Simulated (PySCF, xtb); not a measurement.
CdClBr, SMILES [Cl][Cd][Br].

GFN2-xTB (xtb) at its own geometry gives an orbital gap of 3.19 eV and a dipole moment of 4.84 D.

Geometry: r2SCAN-D4/def2-TZVP. The def2 effective core potentials stand for the cores of Cd; spin–orbit coupling is left out.

Problem. What does M06-2X/def2-TZVPD run with PySCF give? (An estimate is asked for; the answer gives what the named calculation found.)

Solution. gap 8.24 eV (levels -9.78 and -1.54 eV), dipole 0.34 D.
